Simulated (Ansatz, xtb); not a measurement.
System: SiS, net charge -1, doublet state. SMILES of the parent species: [Si]=S
Geometry from a B3LYP-D3(BJ)/def2-TZVP (Ansatz, a program for electronic structure) optimisation:
```xyz
2

Si     0.0000     0.0000    -1.0889
S      0.0000     0.0000     0.9528
```
Charge -1, spin multiplicity 2.

Harmonic wavenumbers from GFN2-xTB (xtb, at its own minimum), cm⁻¹: 575.

Q: Give the harmonic wavenumbers at B3LYP-D3(BJ)/def2-TZVP (Ansatz, finite differences of forces, unscaled).

A: 606 cm⁻¹. Zero-point energy 0.9 kcal/mol.

Q: From these and the geometry, give the ideal-gas thermochemistry at 298.15 K and 1 atm (rigid rotor, harmonic oscillator).

A: Point group C∞v, rotational symmetry number 1. Rotational constants 8.099, 8.099 GHz. S(trans) 38.20, S(rot) 15.19, S(vib) 0.44, S(elec, spin only) 1.38, S 55.2 cal/(mol K). H(298) - H(0) 2.17 kcal/mol; G - E(el) -13.4 kcal/mol.
